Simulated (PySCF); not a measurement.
## A small calculation by hand: chemical shift, span and skew from a shielding tensor

Zn(Br)(SiH3) (BrH3SiZn), SMILES [SiH3][Zn][Br]. Atoms are numbered in the order given.

```xyz
6

Zn     0.0000     0.0000     0.4595
Br     0.0000     0.0000    -1.8042
Si     0.0000     0.0000     2.8087
H      1.2186    -0.7036     3.3469
H     -1.2186    -0.7036     3.3469
H      0.0000     1.4071     3.3469
```
Charge 0, spin multiplicity 1.

Geometry optimised at PBE-D3(BJ)/def2-SVP. The structure was generated by enumeration; whether it is a known compound was not checked.

GIAO shieldings from HF/pcSseg-1 (PySCF), non-relativistic, no solvent. The symmetric part of the tensor of Si3 has the principal values 501.0, 521.9, 521.9 ppm. The same nucleus in TMS has σ = 393.8 ppm at this level (PySCF, at its B3LYP-D3(BJ)/def2-TZVP geometry). Without spin–orbit terms, shifts of atoms bonded to Cl or Br come out too high.

Problem. Work out the isotropic shielding, the ²⁹Si shift against TMS, the span and the skew.

Solution. 
σ(iso) = (σ11 + σ22 + σ33)/3 = 514.9 ppm. δ = σ(ref) − σ(iso) = 393.8 − (514.9) = -121.1 ppm.
Span Ω = σ33 − σ11 = 20.9 ppm. Skew κ = 3(σ(iso) − σ22)/Ω = -1.00, an axial tensor. Tumbling in solution averages the tensor to δ; in a static solid the shielding alone would spread this spin-1/2 line over Ω.
